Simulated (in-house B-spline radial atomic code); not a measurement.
# Ionising K with different functionals

Computed with a B-spline radial code for spherical atoms: non-relativistic Hamiltonian, point nucleus, spin-polarised at highest spin, spherical fractional occupations for the functionals, and exact exchange of hybrids averaged over the configuration. The ionisation energy is the difference of two self-consistent energies, [Ar] 4s1 → [Ne] 3s2 3p6, without Breit or QED terms; ε is the level of the shell that loses the electron (its least bound occupied spin orbital).

```json
{"method": "PBE0", "rung": "global hybrid", "ΔSCF (eV)": "4.38", "-ε(4s) (eV)": "2.99"}
{"method": "B3LYP", "rung": "global hybrid", "ΔSCF (eV)": "4.50", "-ε(4s) (eV)": "2.90"}
{"method": "TPSSh", "rung": "global hybrid", "ΔSCF (eV)": "4.24", "-ε(4s) (eV)": "2.64"}
{"method": "BHandHLYP", "rung": "global hybrid", "ΔSCF (eV)": "4.34", "-ε(4s) (eV)": "3.32"}
{"method": "r2SCAN0", "rung": "global hybrid", "ΔSCF (eV)": "?", "-ε(4s) (eV)": "?"}
{"method": "B97-1", "rung": "global hybrid", "ΔSCF (eV)": "4.21", "-ε(4s) (eV)": "2.76"}
{"method": "HSE06", "rung": "range-separated hybrid", "ΔSCF (eV)": "?", "-ε(4s) (eV)": "?"}
{"method": "wB97X", "rung": "range-separated hybrid", "ΔSCF (eV)": "4.03", "-ε(4s) (eV)": "4.07"}
{"method": "CAM-B3LYP", "rung": "range-separated hybrid", "ΔSCF (eV)": "4.43", "-ε(4s) (eV)": "3.68"}
{"method": "LC-wPBE", "rung": "range-separated hybrid", "ΔSCF (eV)": "4.22", "-ε(4s) (eV)": "4.31"}
```

Q: What does r2SCAN0 give?

A: ΔSCF 4.27 eV, and -ε(4s) = 3.01 eV.

Q: What does HSE06 give?

A: ΔSCF 4.38 eV, and -ε(4s) = 2.66 eV.

Q: Among the functionals, which spreads more, the ΔSCF values or the orbital energies?

A: The orbital energies: ΔSCF values span about 0.47 eV and the orbital energies 1.66 eV.

Q: How do they compare with the NIST value?

A: NIST lists 4.341 eV (measured, ground level to ground level). Errors run from -0.31 to +0.16 eV; BHandHLYP is closest (-0.00 eV), but part of that can be cancellation, since the calculations leave out relativity, Breit-QED terms.
